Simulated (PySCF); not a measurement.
PySCF 2.14 output of an unrestricted r2SCANh calculation on a single atom or ion in x2c-TZVPPall with one added diffuse shell each of s, p, d, f type (7s6p5d3f1g, 80 functions), with scalar relativity by spin-free X2C-1e:

```
SCF conv_tol = 1e-09
number electrons alpha = 14  beta = 9
    M. Bursch, H. Neugebauer, S. Ehlert, and S. Grimme.,  J. Chem. Phys. 156, 134105 (2022)
cycle= 1 E= -1157.36287963587  delta_E= -0.00751  |g|= 0.0229  |ddm|= 0.192
cycle= 2 E= -1157.36296659766  delta_E= -8.7e-05  |g|= 0.0119  |ddm|= 0.0531
cycle= 3 E= -1157.36299427442  delta_E= -2.77e-05  |g|= 0.00302  |ddm|= 0.00967
cycle= 4 E= -1157.36299639291  delta_E= -2.12e-06  |g|= 0.000192  |ddm|= 0.00589
cycle= 5 E= -1157.36299644051  delta_E= -4.76e-08  |g|= 2.55e-05  |ddm|= 0.002
cycle= 6 E= -1157.36299644149  delta_E= -9.79e-10  |g|= 1.51e-06  |ddm|= 0.000325
converged SCF energy = -1157.36299644149  <S^2> = 8.7506394  2S+1 = 6.0002131
```

The run itself started from symmetry-adapted Hartree-Fock orbitals and held the occupation by maximum overlap, on a logarithmic radial grid, so the iterations belong to that start.

Which element, charge and spin multiplicity is this?

Mn²⁺ (manganese, charge +2), multiplicity 6; the state was [Ar] 3d4 4s1, high-spin 6D determinant (an excited configuration).
